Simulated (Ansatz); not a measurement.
ZrNCl₃H₂⁺, that is Zr(NH2)Cl3 with one electron fewer. Total charge 1; doublet. Geometry PBE-D4/def2-SVP; atoms count from 1.

```xyz
7

Zr   -0.657    0.668    0.027
N     0.962   -0.783    0.048
H     1.676   -0.905   -0.698
H     1.082   -1.548    0.741
Cl    0.101    2.498   -1.146
Cl   -1.291    0.992    2.217
Cl   -1.873   -0.922   -1.189
```

In the def2 sets Zr takes a core potential; there is no spin–orbit coupling.

**Question.** Estimate the Mulliken populations from the PBE0/def2-TZVP orbitals of Ansatz.

**Answer.** 
```csv
atom,charge (e),spin (α − β),d electrons
Zr1,1.40,-0.08,1.94
N2,-0.43,0.96,–
H3,0.34,-0.03,–
H4,0.34,-0.03,–
Cl5,-0.22,0.01,–
Cl6,-0.22,0.01,–
Cl7,-0.19,0.15,–
```
Mulliken values depend strongly on the basis.

**Question.** Where does the spin sit?

**Answer.** Summed by element: Zr -0.08, N 0.96, H -0.06, Cl 0.17, of 1 unpaired in all. Largest on single atoms: N2 0.96, Cl7 0.15, Zr1 -0.08.

**Question.** And the Mayer bond orders between heavy atoms (over 0.3)?

**Answer.** Zr1–N2 0.55 (2.17 Å); Zr1–Cl5 1.28 (2.30 Å); Zr1–Cl6 1.28 (2.30 Å); Zr1–Cl7 1.18 (2.34 Å).
